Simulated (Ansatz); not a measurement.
One change: `NB(Cl)Br` becomes `ClB(Br)Br`.

Ansatz, PBE0-D4/def2-TZVP geometries, multiplicity 1. Each molecule was computed in one conformer, which needn't be the lowest.

Scalar relativity is left out up to krypton. Spin–orbit coupling is left out; it splits and shifts lone-pair levels of the heavy atoms by tenths of an eV.

```
                                                                                  property  `NB(Cl)Br`
                                                       HOMO energy (B3LYP/def2-TZVPP) / eV       -8.02
                                                     LUMO energy (ωB97M-V/def2-TZVPP) / eV        2.04
                                        size of the dipole moment (ωB97M-V/def2-TZVPP) / D        2.82
                                                       HOMO–LUMO gap (PBE/def2-TZVPP) / eV        6.00
                                                         LUMO energy (PBE/def2-TZVPP) / eV       -0.97
ideal-gas entropy at 298 K and 1 bar (rigid rotor, harmonic PBE0-D4/def2-TZVP) / J/(mol·K)         311
```

(1) What does the change do to each property? (An estimate is asked.)

## Answers

(1) The calculation gave: 
| property | `ClB(Br)Br` | shift |
| --- | --- | --- |
| HOMO energy (B3LYP/def2-TZVPP) / eV | -8.16 | -0.14 |
| LUMO energy (ωB97M-V/def2-TZVPP) / eV | 0.10 | -1.94 |
| size of the dipole moment (ωB97M-V/def2-TZVPP) / D | 0.08 | -2.74 |
| HOMO–LUMO gap (PBE/def2-TZVPP) / eV | 4.31 | -1.69 |
| LUMO energy (PBE/def2-TZVPP) / eV | -2.82 | -1.85 |
| ideal-gas entropy at 298 K and 1 bar (rigid rotor, harmonic PBE0-D4/def2-TZVP) / J/(mol·K) | 322 | 11 |

With PBE0 the HOMO falls by 0.15 eV and the LUMO falls by 1.96 eV, so the gap narrows by about 1.81 eV. PBE moves the HOMO by -0.16 eV and ωB97M-V by -0.12 eV. The zero-point energy changes by -70.8 kJ/mol with -6 modes. Dipoles are sizes alone; their direction can turn.

B3LYP here is the variant with VWN-RPA as its local correlation; programs differ in this.
